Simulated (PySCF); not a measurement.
Compound: C6H10N2O.
Numbering: `[CH3:1]/[N:2]=[CH:3]/[C@@H:4]1[CH2:5][NH:6][C:7](=[O:8])[CH2:9]1` (hydrogens: H10, H11, H12 on C1; H13 on C3; H14 on C4; H15, H16 on C5; H17 on N6; H18, H19 on C9)

Structure optimised with GFN2-xTB, isolated species.

Give the optimised bond lengths and angles.

| bond | length (Å) | order |
| --- | --- | --- |
| C1–N2 | 1.428 | single |
| N2=C3 | 1.253 | double |
| C3–C4 | 1.496 | single |
| C4–C5 | 1.542 | single |
| C5–N6 | 1.440 | single |
| N6–C7 | 1.351 | single |
| C7=O8 | 1.207 | double |
| C7–C9 | 1.523 | single |
| C4–C9 | 1.534 | single |
| C1–H10, C1–H11, C1–H12 | 1.093 | single |
| C3–H13 | 1.101 | single |
| C4–H14 | 1.090 | single |
| C5–H15 | 1.093 | single |
| C5–H16 | 1.098 | single |
| N6–H17 | 1.006 | single |
| C9–H18 | 1.089 | single |
| C9–H19 | 1.091 | single |

Bonds in one row agree within 0.01 Å and their mean is given. Orders are formal, as drawn. A selection of angles:
| angle | degrees |
| --- | --- |
| N2–C1–H10 | 113.7 |
| N2–C1–H11 | 108.1 |
| H10–C1–H11 | 109.6 |
| H11–C1–H12 | 107.6 |
| C1–N2–C3 | 120.9 |
| N2–C3–C4 | 121.0 |
| N2–C3–H13 | 123.5 |
| C4–C3–H13 | 115.5 |
| C3–C4–C5 | 110.2 |
| C3–C4–C9 | 110.2 |
| C3–C4–H14 | 108.5 |
| C5–C4–C9 | 103.2 |
| C5–C4–H14 | 111.9 |
| C9–C4–H14 | 112.9 |
| C4–C5–N6 | 103.1 |
| C4–C5–H15 | 112.0 |
| C4–C5–H16 | 110.9 |
| N6–C5–H15 | 111.2 |
| N6–C5–H16 | 111.1 |
| H15–C5–H16 | 108.5 |
| C5–N6–C7 | 115.1 |
| C5–N6–H17 | 122.4 |
| C7–N6–H17 | 122.1 |
| N6–C7–O8 | 125.7 |
| N6–C7–C9 | 106.9 |
| O8–C7–C9 | 127.4 |
| C7–C9–H18 | 111.0 |
| C7–C9–H19 | 108.3 |
| C4–C9–C7 | 104.6 |
| C4–C9–H18 | 113.2 |
| C4–C9–H19 | 111.6 |
| H18–C9–H19 | 108.1 |

Torsions: C1–N2–C3–C4 180° (antiperiplanar); N2–C3–C4–C5 -121° (anticlinal); C3–C4–C5–N6 -92° (anticlinal); C4–C5–N6–C7 -19° (synperiplanar); C5–N6–C7–O8 -177° (antiperiplanar); N6–C7–C9–C4 14° (synperiplanar); C3–C4–C9–C7 93° (anticlinal).

The 5-membered ring C4–C5–N6–C7–C9 has internal angles of 103.1° to 115.1° (sum 533°, against 540° for a flat polygon); it is puckered, 0.12 Å rms from its mean plane, widest ring torsion 26°. Of the pairs four or more bonds apart, H10···H13 is among the closest relative to their van der Waals radii: 2.30 Å, 96 % of the sum of Bondi's values. The 4 C–N bonds span 1.253 Å (N2=C3, drawn double) to 1.440 Å (C5–N6, drawn single), a spread of 0.187 Å. The 4 C–C bonds span 1.496 Å (C3–C4, drawn single) to 1.542 Å (C4–C5, drawn single), a spread of 0.046 Å. N6 (amide nitrogen) is planar (angles 122.4°, 122.1° and 115.1°, sum 359.6°, 0.05 Å off the plane of its three neighbours).

Point group: C1 (no symmetry element, even within 0.4 Å). GFN2-xTB frequencies: not computed here. The numbers are those of one conformer.
